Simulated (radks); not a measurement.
Kinetic energies: the exact non-interacting value of the Kohn-Sham orbitals and orbital-free approximations, as 100 (|E| - |E exact|)/|E exact|, negative where the magnitude is too small. Species: Ba [Xe] 6s2; Ne3+ [He] 2s2 2p3; Cl2+ [Ne] 3s2 3p3. Method: non-relativistic Kohn-Sham, exchange-only PBE, spin-polarised, spherical densities, point nucleus; computed with a radial shooting solver on a logarithmic mesh with Libxc functionals. Every spin shell is full or empty, so the densities are truly spherical. Functionals are evaluated on that one density, not self-consistently.

functional	Ba	Ne3+	Cl2+
exact (hartree)	7882.72	124.012	458.068
Thomas-Fermi	-5.15	-8.63	-7.18
TF + vW	+34.90	+66.94	+52.69
TF + vW/9	-0.70	-0.24	-0.52
TF + vW/5	+2.86	+6.48	+4.80
LC94	+0.03	+0.12	+0.18
APBEK	+0.08	+0.20	+0.30
revAPBEK	+0.25	+0.77	+0.65
Thakkar	-0.64	+0.11	-0.06
LKT	+18.34	+41.32	+30.08
PG1	+14.37	+34.76	+24.33
Ernzerhof	-0.44	+1.09	+0.09
